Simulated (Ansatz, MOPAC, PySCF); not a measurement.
Noncovalent pair: C2H6 (SMILES CC) (first 8 atoms) with C2H6O (SMILES COC); geometry from B3LYP-D3(BJ)/def2-TZVP.
(charge 0, multiplicity 1):
```
atom    x (Å)    y (Å)    z (Å)
----  -------  -------  -------
C     -0.3239   0.7615   0.0300
C      0.1725  -0.6803  -0.0351
H     -1.3851   0.8256  -0.2208
H      0.2178   1.3972  -0.6736
H     -0.1888   1.1746   1.0301
H     -0.3752  -1.3199   0.6602
H      1.2313  -0.7461   0.2239
H      0.0506  -1.1033  -1.0346
C      1.1772  -0.3383   3.6993
O      0.1022   0.5568   3.5189
C     -1.1521  -0.0592   3.7064
H      1.1248  -1.1746   2.9907
H      1.1918  -0.7452   4.7190
H      2.0969   0.2181   3.5250
H     -1.3048  -0.8819   2.9959
H     -1.9160   0.6988   3.5408
H     -1.2548  -0.4562   4.7249
```

Monomers are frozen at their geometry in the pair; levels with a basis set take the counterpoise correction. Rows marked so take none.

Rows in 3-21G, 6-31G*, STO-3G carry no dispersion term and start afresh at each structure (6-31G* with six Cartesian d functions). MP2/6-31G* freezes PySCF's default core. The state that PM7 reach isn't checked; PM7 holds dispersion and hydrogen-bond terms.

Codes used: Ansatz (an electronic-structure program); MOPAC for PM7 (differences of heats of formation); PySCF for 3-21G rows, 6-31G* rows, STO-3G rows, the dispersion terms. 

Other levels give for the interaction energy: PBE/def2-TZVPPD -1.3; B3LYP/def2-TZVPPD 2.3; B3LYP-D3(BJ)/def2-TZVPPD -7.1; wB97M-V/def2-TZVPPD -6.4 kJ/mol.

Question: What do these common cheap choices give for the same quantity: PM7, HF/STO-3G (no counterpoise), BP86/6-31G* (no counterpoise), B3LYP/3-21G (no counterpoise), B3LYP/6-31G*, B3LYP/6-31G* (no counterpoise), MP2/6-31G*, MP2/6-31G* (no counterpoise)?

Answer: PM7 -5.4; HF/STO-3G (no counterpoise) 1.2; BP86/6-31G* (no counterpoise) -0.2; B3LYP/3-21G (no counterpoise) -11.6; B3LYP/6-31G* 2.6; B3LYP/6-31G* (no counterpoise) -3.1; MP2/6-31G* -1.0; MP2/6-31G* (no counterpoise) -8.0 kJ/mol. They span -11.6 to 2.6 kJ/mol.
